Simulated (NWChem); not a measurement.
Species: InCl₃; SMILES [Cl][In]([Cl])[Cl]

Program: NWChem. All runs use the structure optimised with PBE0/def2-SVP. def2 effective core potentials on In; no spin-orbit coupling. Level PBE/def2-SVPD: energy and gradient; each run changes one setting, and changes count from the defaults (medium grid, exact Coulomb integrals, symmetry on).

Task: Which setting moves the energy most, and by about how much (symmetry off; defaults; Coulomb fitting, Weigend set; Becke weights)?

Result: Coulomb fitting, Weigend set, by about 400 μHa.
```csv
setting,size of the energy change (μHa),largest change of a gradient component (μHa/bohr),"time, defaults = 1 (rough)"
defaults,< 10,< 30,about 1
symmetry off,< 10,other frame,2
Becke weights,20,< 30,about 1
"Coulomb fitting, Weigend set",400,90,0.4
```
